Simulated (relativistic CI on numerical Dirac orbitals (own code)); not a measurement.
# Energy levels of Ag IX

Method of calculation: Dirac-Coulomb-Breit CI, separate exchange-only KLI orbitals for each configuration, model QED (radiative potential, 1s self-energy scaled to tabulated hydrogen-like ionisation energies), unscaled Slater integrals (own radial code, finite nucleus).

Configuration list (outside the closed core [Ar] 3d10): 4s²4p⁶4d³, 4s²4p⁶4d²4f, 4s²4p⁵4d⁴, 4s²4p⁶4d²5s, 4s²4p⁶4d²5p, 4s4p⁶4d⁴, 4s²4p⁶4d5s5p, 4s²4p⁵4d³4f, 4s²4p⁶4d²5d, 4s²4p⁶4d4f5s, 4s²4p⁶4d²6s, 4s²4p⁶4d²6p, 4s²4p⁶4d²5f, 4s4p⁶4d³4f, 4s²4p⁵4d³5s, 4s²4p⁶4d²6d, 4s²4p⁶4d²5g, 4s²4p⁶4d²7s, 4s²4p⁶4d²7p, 4s²4p⁶4d²6f, 4s²4p⁵4d³5p, 4s4p⁶4d³5s, 4s²4p⁶4d4f², 4s²4p⁶4f³, 4s²4p⁶4f²5s, 4s²4p⁶4f²5p, 4s²4p⁵4d4f³, 4s²4p⁶4d5s², 4s²4p⁶4f5s², 4s²4p⁶5s²5p, 4s²4p⁵4d4f5s², 4s²4p⁶4d5p², 4s²4p⁶4f5p², 4s²4p⁶5s5p², 4s²4p⁶5p³, 4s²4p⁵4d4f5p². Double excitations out of closed p, d and f shells are left out; levels of such configurations are missing from the list, as are those of other unlisted configurations, and high levels can miss mixing partners. These lack a partner that the ground configuration has and come out too high: 4s²4p⁶4d²5d, 4s²4p⁶4d²6s, 4s²4p⁶4d²6p, 4s²4p⁶4d²5f, 4s4p⁶4d³4f.

The lowest level is 4s²4p⁶4d³ ⁴F3/2, with 95 % of that term; Hund's rules for 4s²4p⁶4d³ give ⁴F with J = 3/2, in agreement.

```csv
No.,Configuration,Term,J,E (cm⁻¹),%,Landé g,Lifetime (s)
1,4s²4p⁶4d³,⁴F,3/2,0,95,0.413,
2,4s²4p⁶4d³,⁴F,5/2,2945,97,1.030,9.33e-01
3,4s²4p⁶4d³,⁴F,7/2,6307,96,1.232,6.27e-01
4,4s²4p⁶4d³,⁴F,9/2,9720,92,1.318,9.74e-01
5,4s²4p⁶4d³,⁴P,3/2,19604,76,1.614,3.93e-01
6,4s²4p⁶4d³,⁴P,1/2,19982,89,2.493,3.04e+00
7,4s²4p⁶4d³,²G,7/2,24026,95,0.897,8.12e-02
8,4s²4p⁶4d³,⁴P,5/2,24324,96,1.592,5.35e-01
9,4s²4p⁶4d³,²G,9/2,25193,53,1.040,8.04e-02
10,4s²4p⁶4d³,²D,3/2,30255,54,1.094,2.84e-02
11,4s²4p⁶4d³,²P,1/2,32326,89,0.842,7.84e-02
12,4s²4p⁶4d³,²H,11/2,33499,98,1.090,2.97e-01
13,4s²4p⁶4d³,²H,9/2,34148,58,0.995,6.37e-02
14,4s²4p⁶4d³,²D,5/2,36586,95,1.203,3.92e-02
15,4s²4p⁶4d³,²P,3/2,40256,56,1.143,2.96e-02
16,4s²4p⁶4d³,²F,7/2,48685,97,1.140,7.56e-02
17,4s²4p⁶4d³,²F,5/2,49408,95,0.866,1.04e-01
18,4s²4p⁶4d³,²D,5/2,78355,95,1.194,8.55e-03
19,4s²4p⁶4d³,²D,3/2,78618,98,0.799,1.05e-02
20,4s²4p⁶4d²5s,⁴F,3/2,344205,96,0.412,2.02e-06
21,4s²4p⁶4d²5s,⁴F,5/2,346417,91,1.024,1.93e-06
22,4s²4p⁶4d²5s,⁴F,7/2,350405,96,1.235,1.96e-06
23,4s²4p⁶4d²5s,⁴F,9/2,354923,98,1.330,1.96e-06
24,4s²4p⁶4d²5s,²F,5/2,357598,85,0.895,1.24e-06
25,4s²4p⁶4d²5s,⁴P,1/2,363402,96,2.639,1.70e-06
26,4s²4p⁶4d²5s,²F,7/2,364593,93,1.136,1.20e-06
27,4s²4p⁶4d²5s,⁴P,5/2,364998,61,1.427,1.63e-06
28,4s²4p⁶4d²5s,⁴P,3/2,365045,87,1.621,1.69e-06
29,4s²4p⁶4d²5s,²D,3/2,368799,70,0.972,1.56e-06
30,4s²4p⁶4d²5s,²D,5/2,373402,59,1.339,1.61e-06
```

Energies count from the lowest computed level; lifetimes are radiative, by E1, M1, E2 decay to levels of this space only.

The mean weight of the leading LS term, summed over parents, in these 30 levels is 85 %, and that of the leading jj configuration (from the same eigenvectors) 70 %, so LS coupling describes them better.

At this charge configurations can still be misplaced by up to about 7 % of their energy. Terms inside the open d or f shell come out 10 to 20 % too wide with unscaled integrals.

Landé's interval rule says that E(J) − E(J−1) = AJ with one A. For the ground term the intervals give A = 1177.9, 960.6, 758.4 cm⁻¹ for J = 5/2, 7/2, 9/2; the multiplet is regular.

LS names give the leading component of a level, which can be under half, so a name can repeat, a term be missing and a line seem to break the LS rules.
